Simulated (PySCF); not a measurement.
F$_{4}$S, triplet, geometry from GFN2-xTB (a higher spin typed on purpose: for a closed-shell molecule this is an excited state). Base run: HF/6-31G (PySCF).

Input for PySCF:
```python
from pyscf import gto, scf

mol = gto.M(
    atom='''
F    -0.88748391    1.44310378    0.28411590
S     0.00000000   -0.00000000   -0.00000000
F    -1.00741767   -0.35465509   -1.34544694
F     1.00741767    0.35465509    1.34544694
F     0.88748391   -1.44310378   -0.28411590
''',
    basis='6-31g',
    spin=2,
    verbose=4,
)

mf = scf.UHF(mol)
mf.kernel()
```

The base run was repeated with changes; each row names its change, and settings that it needs were set with it.

| change | ΔE vs base (mEh) | fitting functions |
|---|---|---|
| base | 0.000 | - |
| auxbasis = cc-pvtz-ri | 2.460 | 446 |
| auxbasis = even-tempered beta=3.0 | 6.425 | 282 |
| auxbasis = def2-universal-jkfit | 0.302 | 436 |
| auxbasis = def2-universal-jfit | 2195.3 | 247 |
| only_dfj = on; auxbasis = def2-universal-jfit | -0.168 | 247 |
| exchange = seminumerical (SGX) (with mf = sgx.sgx_fit(mf, auxbasis='def2-universal-jfit'); with mf.with_df.dfj = True) | -0.277 | 247 |
| auxbasis = cc-pvtz-jkfit | 0.226 | 437 |
| auxbasis = default (with mf = mf.density_fit()) | 0.709 | 392 |
| auxbasis = def2-tzvp-ri | -0.437 | 417 |

A fitting set is made for a task (jfit for Coulomb, jkfit for Coulomb and exchange, ri for correlation) and for a family of orbital bases.

Open shells are given as the SCF converged; they aren't shown to be the lowest states, and a large step between rows can be another state.
